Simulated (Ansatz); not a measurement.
One change: `F[Si](F)(F)[SiH2]Cl` becomes `C=C[Se][Si](F)(F)F`.

Ansatz, PBE0-D4/def2-TZVP geometries, multiplicity 1. Each molecule was computed in one conformer, which needn't be the lowest.

Scalar relativity is left out up to krypton.

```json
{"property": "HOMO–LUMO gap (PBE/def2-TZVPP) / eV", "`F[Si](F)(F)[SiH2]Cl`": "5.66"}
{"property": "HOMO energy (PBE0/def2-TZVPP) / eV", "`F[Si](F)(F)[SiH2]Cl`": "-8.99"}
{"property": "HOMO energy (PBE/def2-TZVPP) / eV", "`F[Si](F)(F)[SiH2]Cl`": "-7.65"}
{"property": "size of the dipole moment (ωB97M-V/def2-TZVPP) / D", "`F[Si](F)(F)[SiH2]Cl`": "1.77"}
{"property": "HOMO–LUMO gap (PBE0/def2-TZVPP) / eV", "`F[Si](F)(F)[SiH2]Cl`": "7.85"}
{"property": "LUMO energy (PBE0/def2-TZVPP) / eV", "`F[Si](F)(F)[SiH2]Cl`": "-1.14"}
```

(1) What does the change do to each property? (Estimate.)

Results:

(1) Ansatz gave: 
```tsv
property	`C=C[Se][Si](F)(F)F`	shift
HOMO–LUMO gap (PBE/def2-TZVPP) / eV	4.39	-1.27
HOMO energy (PBE0/def2-TZVPP) / eV	-7.55	1.44
HOMO energy (PBE/def2-TZVPP) / eV	-6.35	1.30
size of the dipole moment (ωB97M-V/def2-TZVPP) / D	2.31	0.54
HOMO–LUMO gap (PBE0/def2-TZVPP) / eV	6.57	-1.28
LUMO energy (PBE0/def2-TZVPP) / eV	-0.97	0.17
```

With PBE0 the HOMO rises by 1.44 eV and the LUMO rises by 0.17 eV, so the gap narrows by about 1.27 eV. PBE moves the HOMO by 1.30 eV and ωB97M-V by 1.36 eV. Dipoles are sizes alone; their direction can turn.

Spin–orbit coupling is left out; it splits and shifts lone-pair levels of the heavy atoms by tenths of an eV.
